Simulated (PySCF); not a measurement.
Compound: C4H8N2O2SSi.
Atom-mapped SMILES: `[CH3:1][S:2](=[O:3])(=[O:4])[c:5]1[cH:6][n:7][cH:8][n:9]1[SiH3:10]` (hydrogens: H11, H12, H13 on C1; H14 on C6; H15 on C8; H16, H17, H18 on Si10)

Geometry (PBE0-D3(BJ)/def2-SVP, Å), atoms numbered from 1 in this order:
```
atom  x, y, z in Å
C1     2.441   -0.195    0.487
S2     1.171   -1.029   -0.442
O3     0.495   -1.949    0.486
O4     1.766   -1.499   -1.683
C5    -0.027    0.189   -0.797
C6    -0.101    1.140   -1.790
N7    -1.232    1.875   -1.630
C8    -1.826    1.378   -0.570
N9    -1.145    0.341    0.000
Si10  -1.711   -0.648    1.408
H11    1.994    0.263    1.378
H12    3.156   -0.979    0.772
H13    2.922    0.552   -0.157
H14    0.604    1.307   -2.604
H15   -2.774    1.730   -0.160
H16   -2.916    0.141    1.804
H17   -2.125   -2.011    1.005
H18   -0.719   -0.596    2.509
```

Computed at PBE0/pcSseg-1 (PySCF, non-relativistic), with Q(33S) = −0.0678 b, Q(17O) = −0.0256 b, Q(14N) = 0.02044 b: S2, 33S (I = 3/2): χzz = -3.649 MHz, η = 0.410; O3, 17O (I = 5/2): χzz = -8.974 MHz, η = 0.233; O4, 17O (I = 5/2): χzz = -8.762 MHz, η = 0.258; N7, 14N (I = 1): χzz = -4.652 MHz, η = 0.101; N9, 14N (I = 1): χzz = 1.765 MHz, η = 0.983.

Where would the pure quadrupole (NQR) lines of 33S at S2 fall for the rigid, isolated species?

From ν = (|χ|/2)√(1 + η²/3): ν = 1.875 MHz (sulfonyl sulfur).

Where would the pure quadrupole (NQR) lines of 17O at O3 fall for the rigid, isolated species?

From the eigenvalues of H = χ/[4I(2I − 1)] × [3Iz² − I(I + 1) + η(Ix² − Iy²)], steps between neighbouring levels, labelled as for η = 0: ±1/2↔±3/2 1.423 MHz, ±3/2↔±5/2 2.664 MHz (sulfonyl oxygen).

Where would the pure quadrupole (NQR) lines of 17O at O4 fall for the rigid, isolated species?

From the eigenvalues of H = χ/[4I(2I − 1)] × [3Iz² − I(I + 1) + η(Ix² − Iy²)], steps between neighbouring levels, labelled as for η = 0: ±1/2↔±3/2 1.407 MHz, ±3/2↔±5/2 2.595 MHz (sulfonyl oxygen).

Where would the pure quadrupole (NQR) lines of 14N at N7 fall for the rigid, isolated species?

From ν± = (3/4)|χ|(1 ± η/3) and ν0 = |χ|η/2: ν+ 3.606 MHz, ν− 3.371 MHz, ν0 0.235 MHz (pyridine-type nitrogen).

Where would the pure quadrupole (NQR) lines of 14N at N9 fall for the rigid, isolated species?

From ν± = (3/4)|χ|(1 ± η/3) and ν0 = |χ|η/2: ν+ 1.757 MHz, ν− 0.890 MHz, ν0 0.867 MHz (pyrrole-type nitrogen).

In a crystal, neighbours and librations shift these lines. With a basis this small, the couplings can be 20 % off.

One conformer stands for the species.
